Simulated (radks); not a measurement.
Values are calculated unless marked as measured or tabulated.
Task: Species: Se II. Configuration: [Ar] 3d9.5 4s2 4p3.5 (fractional occupations, a model configuration). Code: a radial shooting solver on a logarithmic mesh with Libxc functionals. Model: non-relativistic Kohn-Sham, BLYP, spin-polarised, spherical densities, point nucleus; open shells are filled with parallel spins first. Some entries of the table are withheld. Estimate them.

orbital,occ.,eigenvalue (eV),r(max) (bohr),<r^2> (bohr^2)
1s up,1,-12321.88,0.02971,0.002711
1s down,1,-12321.72,0.02971,0.002711
2s up,1,-1580.679,0.1682,0.04710
2s down,1,-1580.092,0.1682,0.04708
2p up,3,-1421.470,0.1333,0.03649
2p down,3,-1420.952,0.1333,0.03648
3s up,1,-222.7896,0.5106,0.3906
3s down,1,-221.8336,0.5109,0.3908
3p up,3,-168.0404,0.5028,0.4090
3p down,3,-167.0629,0.5031,0.4091
3d up,5,-71.1287,0.4483,0.4732
3d down,4.5,-70.0793,0.4487,0.4714
4s up,1,-28.2601,(1),3.405
4s down,1,-26.1896,(2),3.454
4p up,3,-16.9531,1.703,4.832
4p down,0.5,-15.0077,1.709,5.134

Result: 
(1) 4s up r(max) (bohr): 1.491
(2) 4s down r(max) (bohr): 1.483
